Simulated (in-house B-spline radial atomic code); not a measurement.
How numerical settings move a run on Ti²⁺, [Ar] 3d2. Computed with an all-electron radial atomic-structure program (B-spline basis): scalar-relativistic (X2C) BLYP, spin-polarised, spherical fractional occupations, Fermi nucleus of rms radius 3.5921 fm.

Command:
```bash
python run_scf.py task.json out
```
Settings of the sound reference run:
```
Z                22
electrons        20
configuration    [Ar] 3d2
hamiltonian      x2c
method           b88,lyp
spin_polarised   True
nucleus          fermi
rms_radius       3.5921
mass_number      48
atomic_mass      47.94794
speed_of_light   137.036
knot_spacing     0.22
spline_order     8
gauss_points     12
box_radius       22.22
max_iterations   70
damping          0.5
damped_steps     3
diis_vectors     10
tolerance        1e-08
start            Thomas-Fermi
```

Cost of the run: 0.42 s on 1 thread of Arm Neoverse N1 (shared host).

It converges in 10 iterations to -852.987075 hartree, with 3d up at -20.3264 eV. The other runs change the listed settings, some to values that make no sense; their results aren't properties of the atom or ion. Radii are in bohr (the nuclear one in fm), a minus after a letter asks for a j subshell, and «unchanged» means within 1e-8 hartree. The run stops when the residual is below 10 × tolerance × max(1, Z/10), or a noise floor if that is larger, and the energy moves by less than 1e-8 × √|E| hartree; so very loose and very tight tolerances often act alike.

```tsv
changed settings	outcome
electrons = 23, configuration = [Ar] 3d2 4s3, max_iterations = 50	stopped with error: shell 4s holds at most 1 electrons (per spin)
diis_vectors = 2	converged in 14 iterations, energy unchanged
tolerance = 1e-06	converged in 8 iterations, energy unchanged, 3d up level -4.5e-04 eV
electrons = 21, configuration = [Ar] 3d2 4s-1, max_iterations = 60	stopped with error: j subshells need the Dirac Hamiltonian and l > 0
start = bare nucleus	converged in 10 iterations, energy unchanged, 3d up level -1.9e-06 eV
knot_spacing = 1, spline_order = 4, max_iterations = 12, tolerance = 0.0001	converged in 8 iterations, energy +9.76e+00 hartree from the reference, 3d up level -7.8e+00 eV
max_iterations = 50, damping = 0.2, damped_steps = 30	converged in 26 iterations, energy unchanged, 3d up level +1.3e-05 eV
tolerance = 1e-13	converged in 10 iterations, energy unchanged
spline_order = 10, gauss_points = 4, max_iterations = 2, damping = 0.95	not converged after 2 iterations, last residual 2.2e+00, last energy -1.95e+01 hartree from the reference
diis_vectors = 0	converged in 21 iterations, energy unchanged, 3d up level +3.1e-06 eV
```

**Question.** What happens with diis_vectors = 1?

**Answer.** Not converged after 70 iterations, last residual 1.8e-04, last energy +9.63e-07 hartree from the reference.

**Question.** What happens with diis_vectors = 4?

**Answer.** Converged in 11 iterations, energy unchanged, 3d up level +3.3e-06 eV.

**Question.** What happens with box_radius = 4.44, max_iterations = 60, damping = 0.8, start = bare nucleus?

**Answer.** Converged in 11 iterations, energy +1.06e-02 hartree from the reference, 3d up level +5.0e-01 eV (the program warns: 3d up reaches the box edge; 3s up reaches the box edge).

**Question.** What happens with knot_spacing = 2, first_knot = 4.55e-05, max_iterations = 100, tolerance = 0.01?

**Answer.** Converged in 8 iterations, energy +1.29e+01 hartree from the reference, 3d up level -2.2e+00 eV (the program warns: 2p up reaches the box edge; 2p down reaches the box edge).
